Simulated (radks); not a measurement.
All-electron atom: Cu2+ in [Ar] 3d9.

Calculated with a radial shooting solver on a logarithmic mesh with Libxc functionals: non-relativistic Kohn-Sham, r2SCAN, spin-polarised, spherical densities, point nucleus; open shells are filled with parallel spins first; meta-GGA in the generalised Kohn-Sham scheme; hard spherical wall at 3 bohr.

Energy parts (eV):
total: -44608.664
kinetic: 44598.753
electron-nucleus: -106203.230
Hartree: 18810.425
exchange-correlation: -1814.612

Orbitals (lengths in bohr, moments of r in powers of bohr; <r^-3> diverges for s and p1/2):
1s down: occ. 1; eigenvalue (eV) -8796.081; <r^2> 0.003753; <r^4> 0.00003594; <r> 0.05291
1s up: occ. 1; eigenvalue (eV) -8796.077; <r^2> 0.003753; <r^4> 0.00003594; <r> 0.05291
2s up: occ. 1; eigenvalue (eV) -1073.161; <r^2> 0.06698; <r^4> 0.007791; <r> 0.2383
2s down: occ. 1; eigenvalue (eV) -1072.355; <r^2> 0.06691; <r^4> 0.007774; <r> 0.2382
2p up: occ. 3; eigenvalue (eV) -941.7407; <r^2> 0.05292; <r^4> 0.005653; <r> 0.2078; <r^-3> 673.9
2p down: occ. 3; eigenvalue (eV) -941.1433; <r^2> 0.05286; <r^4> 0.005638; <r> 0.2077; <r^-3> 674.5
3s up: occ. 1; eigenvalue (eV) -138.6522; <r^2> 0.5998; <r^4> 0.5848; <r> 0.7207
3s down: occ. 1; eigenvalue (eV) -137.1653; <r^2> 0.6016; <r^4> 0.5887; <r> 0.7217
3p up: occ. 3; eigenvalue (eV) -97.2240; <r^2> 0.6648; <r^4> 0.7724; <r> 0.7510; <r^-3> 84.66
3p down: occ. 3; eigenvalue (eV) -95.7415; <r^2> 0.6680; <r^4> 0.7810; <r> 0.7526; <r^-3> 84.15
3d up: occ. 5; eigenvalue (eV) -28.1283; <r^2> 0.9699; <r^4> 1.969; <r> 0.8790; <r^-3> 8.504
3d down: occ. 4; eigenvalue (eV) -26.7157; <r^2> 0.9881; <r^4> 2.042; <r> 0.8868; <r^-3> 8.396
4s up: occ. 0; eigenvalue (eV) -11.5670; <r^2> 3.213; <r^4> 13.00; <r> 1.716
4s down: occ. 0; eigenvalue (eV) -10.9872; <r^2> 3.230; <r^4> 13.12; <r> 1.721
4p up: occ. 0; eigenvalue (eV) 0.2368; <r^2> 3.408; <r^4> 14.55; <r> 1.765; <r^-3> 18.02
4p down: occ. 0; eigenvalue (eV) 0.7547; <r^2> 3.424; <r^4> 14.66; <r> 1.769; <r^-3> 17.85
4d up: occ. 0; eigenvalue (eV) 22.1822; <r^2> 3.500; <r^4> 16.21; <r> 1.749; <r^-3> 3.683
4d down: occ. 0; eigenvalue (eV) 22.7144; <r^2> 3.502; <r^4> 16.27; <r> 1.748; <r^-3> 3.720

The highest occupied level is 3d down at -26.716 eV. Spin moment in Bohr magnetons: 1. Summed over all electrons, <r^2> = 14.46 bohr^2, which gives a Langevin (diamagnetic) susceptibility term of -11.5 x 10^-6 cm^3/mol. The spin density at the nucleus is -0.1691 e/bohr^3 (1s 0.0031, 2s -0.6784, 3s 0.5061), a Fermi contact field of -8.87 T.
